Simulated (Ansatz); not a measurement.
Te₅W₃. The state is a singlet with charge 0. Geometry PBE-D4/def2-SVP.

Cartesian coordinates in Å:
```
W 0.251 0.328 1.722
W 0.079 -0.934 -0.259
W 0.582 1.368 -0.730
Te -0.468 0.302 -2.953
Te -0.763 2.773 1.089
Te -0.288 -2.082 2.472
Te -2.041 -1.739 -1.782
Te 2.648 -0.016 0.440
```

In the def2 sets Te, W take a core potential; there is no spin–orbit coupling. Another isomer (singlet) lies 0.89 eV lower at PBE0-D4/def2-TZVP; other spin states weren't run for this one.

**Question.** Estimate the orbital energies around the gap (eV) in Ansatz with PBE-D4/def2-TZVP, r2SCAN-D4/def2-TZVP, PBE0-D4/def2-TZVP.

**Answer.** 
```csv
orbital,PBE-D4/def2-TZVP,r2SCAN-D4/def2-TZVP,PBE0-D4/def2-TZVP
HOMO−9,-6.93,-7.26,-8.06
HOMO−8,-6.70,-6.99,-7.72
HOMO−7,-6.56,-6.87,-7.60
HOMO−6,-6.38,-6.67,-7.44
HOMO−5,-6.26,-6.52,-7.24
HOMO−4,-6.05,-6.32,-7.02
HOMO−3,-5.56,-5.77,-6.42
HOMO−2,-5.37,-5.60,-6.28
HOMO−1,-5.20,-5.42,-6.07
HOMO,-4.96,-5.13,-5.81
LUMO,-4.03,-4.02,-3.47
LUMO+1,-3.64,-3.61,-3.02
LUMO+2,-3.51,-3.48,-2.86
LUMO+3,-3.13,-3.06,-2.47
LUMO+4,-3.09,-3.05,-2.41
LUMO+5,-2.80,-2.76,-2.19
```
